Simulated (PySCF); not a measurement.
singlet silylene (H2Si), singlet, geometry from GFN2-xTB; B3LYP/cc-pVDZ run with PySCF.

PySCF was given this input:
```python
from pyscf import gto, scf, dft

mol = gto.M(
    atom='''
Si   -0.00666824   -0.00277970    0.12275926
H     0.04778718    1.13172388   -0.83406892
H     0.04556812   -1.09280805   -0.88456070
''',
    basis='cc-pvdz',
    verbose=4,
)

mf = dft.RKS(mol)
mf.xc = 'b3lyp'
mf.grids.prune = dft.gen_grid.sg1_prune
mf.kernel()
```

Predict the main parts of the log of this PySCF run.


```
PySCF version 2.14.0

[INPUT] verbose = 4
[INPUT] num. atoms = 3
[INPUT] num. electrons = 16
[INPUT] charge = 0
[INPUT] spin (= nelec alpha-beta = 2S) = 0
[INPUT] symmetry False subgroup None
[INPUT] Mole.unit = angstrom
[INPUT] Symbol           X                Y                Z      unit          X                Y                Z       unit  Magmom
[INPUT]  1 Si    -0.006668240000  -0.002779700000   0.122759260000 AA   -0.012601147333  -0.005252871708   0.231981380654 Bohr   0.0
[INPUT]  2 H      0.047787180000   1.131723880000  -0.834068920000 AA    0.090304682465   2.138648181830  -1.576161827812 Bohr   0.0
[INPUT]  3 H      0.045568120000  -1.092808050000  -0.884560700000 AA    0.086111266811  -2.065107921220  -1.671577463554 Bohr   0.0

nuclear repulsion = 10.2147613267598
number of shells = 11
number of NR pGTOs = 55
number of NR cGTOs = 28
basis = cc-pvdz
ecp = {}

******** <class 'pyscf.dft.rks.RKS'> ********
method = RKS
initial guess = minao
damping factor = 0
level_shift factor = 0
DIIS = <class 'pyscf.scf.diis.CDIIS'>
diis_start_cycle = 1
diis_space = 8
diis_damp = 0
SCF conv_tol = 1e-09
SCF conv_tol_grad = None
SCF max_cycles = 50
direct_scf = True
direct_scf_tol = 1e-13
XC library pyscf.dft.libxc version 7.1.2
    S. Lehtola, C. Steigemann, M. J. T. Oliveira, and M. A. L. Marques,  SoftwareX 7, 1–5 (2018)
XC functionals = b3lyp
    P. J. Stephens, F. J. Devlin, C. F. Chabalowski, and M. J. Frisch,  J. Phys. Chem. 98, 11623 (1994)
radial grids:
    Treutler-Ahlrichs [JCP 102, 346 (1995); DOI:10.1063/1.469408] (M4) radial grids

becke partition: Becke, JCP 88, 2547 (1988); DOI:10.1063/1.454033
pruning grids: <function sg1_prune>
grids dens level: 3
symmetrized grids: False
atomic radii adjust function: <function treutler_atomic_radii_adjust>
small_rho_cutoff = 0
Set gradient conv threshold to 3.16228e-05
Initial guess from minao.
tot grids = 15000
init E= -290.47452738898
  HOMO = -0.227522494791548  LUMO = -0.136442366275407  gap/eV = 2.47842
cycle= 1 E= -290.623678697516  delta_E= -0.149  |g|= 0.103  |ddm|= 1.27
  HOMO = -0.238402654542495  LUMO = -0.124340443204419  gap/eV = 3.10379
cycle= 2 E= -290.626876042185  delta_E= -0.0032  |g|= 0.0432  |ddm|= 0.208
  HOMO = -0.231784088311745  LUMO = -0.116556935998967  gap/eV = 3.13549
cycle= 3 E= -290.627677826702  delta_E= -0.000802  |g|= 0.00705  |ddm|= 0.0899
  HOMO = -0.234599914563428  LUMO = -0.118334042454963  gap/eV = 3.16376
cycle= 4 E= -290.627701871966  delta_E= -2.4e-05  |g|= 0.000307  |ddm|= 0.0156
  HOMO = -0.23450022166119  LUMO = -0.118276308081353  gap/eV = 3.16261
cycle= 5 E= -290.627701918557  delta_E= -4.66e-08  |g|= 2.44e-05  |ddm|= 0.00057
  HOMO = -0.234488466795828  LUMO = -0.11826617101088  gap/eV = 3.16257
cycle= 6 E= -290.627701918861  delta_E= -3.04e-10  |g|= 6.71e-06  |ddm|= 7.88e-05
  HOMO = -0.234490727430236  LUMO = -0.118269160444301  gap/eV = 3.16255
Extra cycle  E= -290.627701918879  delta_E= -1.75e-11  |g|= 2.88e-06  |ddm|= 1.46e-05
converged SCF energy = -290.627701918879
```
